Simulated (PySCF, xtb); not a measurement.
ClH3OSiZn, SMILES [Cl][Zn][O][SiH3].

GFN2-xTB (xtb) at its own geometry gives an orbital gap of 2.85 eV and a dipole moment of 1.65 D.

Coordinates come from a B3LYP-D3(BJ)/def2-SVP optimisation. The structure was generated by enumeration; whether it is a known compound was not checked. Other conformers were not sampled.

Q: What does PBE0/def2-TZVP (PySCF) give? (Estimate from the structure and the level; the computed values follow.)

A: gap 6.85 eV (levels -8.53 and -1.68 eV), dipole 0.26 D.
